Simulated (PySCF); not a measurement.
States of one metal complex from SC-NEVPT2 in the d shell, PySCF, above the ground state:

```
2S+1  degeneracy  energy / cm⁻¹  f (electric dipole)
   3           1              0                    –
   3           1           1811              1.3e-04
   3           1           1879              3.4e-09
   3           1           3460              7.6e-07
   3           1           3620              3.8e-07
   1           1           9835                    –
   1           1           9848                    –
   1           1          10203                    –
   1           1          10312                    –
   3           1          10488              7.9e-07
   3           1          10680              9.6e-07
   1           1          11669                    –
```

Problem. Which of these complexes, all computed at model or optimised geometries, gave the data?
A. CrF4 (d2, tetrahedral)
B. [TiCl5]3- (d2, trigonal bipyramidal)
C. Ni(OH)2 (d8, linear)
D. V(OH)3 (d2, trigonal planar)

Solution. B. [TiCl5]3- (d2, trigonal bipyramidal) has 3A', then 3A'' at 1811, 3A'' at 1879 cm⁻¹ (NEVPT2). The others: V(OH)3 (d2, trigonal planar) has a 2S+1 = 3 state (77 % 3F), then a 2S+1 = 3 state (83 % 3F) at 3308, a 2S+1 = 3 state (76 % 3F) at 3505 cm⁻¹ (NEVPT2); CrF4 (d2, tetrahedral) has 3A2, then 3T2 at 12953, 1E at 13405 cm⁻¹ (NEVPT2); Ni(OH)2 (d8, linear) has 3Bg, then 3Bg at 1309, 3Ag at 2538 cm⁻¹ (NEVPT2).

On [TiCl5]3-: No frequencies were computed for the optimised geometry.
